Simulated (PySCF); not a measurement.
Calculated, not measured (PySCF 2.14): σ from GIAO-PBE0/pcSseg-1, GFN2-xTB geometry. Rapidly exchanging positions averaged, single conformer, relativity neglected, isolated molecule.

δ = σ(ref) − σ, references computed at the same level: TMS for 1H and 13C. Shifts are as computed. Against solution values, carbons near 30 ppm lie about +3 ppm off and those near 130 ppm about +5 ppm. Of 1211 compounds with measured shifts, 218 miss one by over three times the rms of a fit or turn the order of signals round; such compounds aren't used in these exercises.

Task: Order these molecules by the shift of their most deshielded carbon-bound hydrogen, lowest δ first.
A. C/C(=P\CC#N)C(C)(C)C
B. CC(=C=CC(F)(F)F)C#N
C. C/C=C(/F)CC

Result: A (2.80 ppm, hydrogen on a methyl carbon), C (5.26 ppm, hydrogen on an alkene CH), B (5.86 ppm, hydrogen on a terminal carbon of a cumulated C=C=C unit).

Task: How many 13C and 1H signals does each give (equivalence by symmetry and fast rotation, but not about amide C–N or C=N bonds)? `CC(=C=CC(F)(F)F)C#N`, `C=C(F)[Si@@H]1C[C@@H]1N(C)C`, `C/C=C(/F)CC`, `C/C(=P\CC#N)C(C)(C)C`

Result: CC(=C=CC(F)(F)F)C#N: 6 C, 2 H; C=C(F)[Si@@H]1C[C@@H]1N(C)C: 5 C, 7 H; C/C=C(/F)CC: 5 C, 4 H; C/C(=P\CC#N)C(C)(C)C: 6 C, 3 H.
